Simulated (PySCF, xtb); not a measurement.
FHOTe, SMILES O[Te]F. Atoms are numbered in the order given.

```xyz
4

Te     0.1189     0.0371     0.3104
F     -1.0543     1.1590    -0.7243
O      0.2907    -1.3977    -0.9981
H      0.9813    -1.1776    -1.6360
```
Charge 0, spin multiplicity 1.

The structure is a stationary point at B3LYP-D3(BJ)/def2-TZVP. The def2 effective core potentials stand for the cores of Te; spin–orbit coupling is left out. One conformer was computed; it need not be the lowest.

These are PySCF 2.14.0 with C-PCM-M06-2X/def2-SVP values and carry that method's errors.

The values are the electrostatic part of the solvation free energy, E(continuum) − E(gas) at the gas-phase geometry, in a cavity of scaled van der Waals radii (PySCF's table); cavitation and dispersion terms are not included. In vacuum the orbital gap is 6.69 eV. The dipole moment in vacuum is 2.87 D.

| solvent | ε | ΔG(elec) (kcal/mol) | dipole (D) | gap (eV) |
|---|---|---|---|---|
| water | 78.36 | -7.8 | 3.53 | 6.82 |
| acetone | 20.49 | -7.4 | 3.50 | 6.81 |
| dichloromethane | 8.93 | -6.9 | 3.45 | 6.81 |

For comparison, GFN2-xTB/ALPB(water) (xtb, at the GFN2-xTB geometry, all terms of that model) gives -7.9 kcal/mol.
